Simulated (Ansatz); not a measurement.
Calculated with Ansatz (gas phase, PBE0-D4/def2-TZVP geometries, no zero-point term in ΔE). CBS: MP2 limit from def2 TZ/QZ plus the TZ coupled-cluster correction, frozen cores. DFT in def2-TZVPP. B3LYP here is the variant with VWN-RPA as its local correlation; programs differ in this. Elements past krypton have def2 core potentials. For I outer-core shells are correlated without core-valence functions, which leaves a few kJ/mol of doubt a bond. Each species was taken in one conformer, which may not be the lowest.

Consider the ligand exchange at a B–O bond: `BO[SiH](C)F` + HI → `BI` + `C[SiH](O)F`.

```
        level  ΔE (kcal/mol)
         PBE0           14.2
        B3LYP           16.6
HF/def2-TZVPP           18.1
 HF/CBS(def2)           18.4
```

What does CCSD(T)/CBS give? (An estimate is asked.)

Ansatz gave: +14.5 kcal/mol. The listed levels differ from it by -0.3, 2.1, 3.6, 3.9 kcal/mol.

Largest T1 diagnostic among the species: 0.012.

In def2-TZVPP, CCSD(T) changes the Hartree–Fock value by −2.9 kcal/mol (the triples alone add −0.6 kcal/mol) and MP2 by −4.3 kcal/mol.
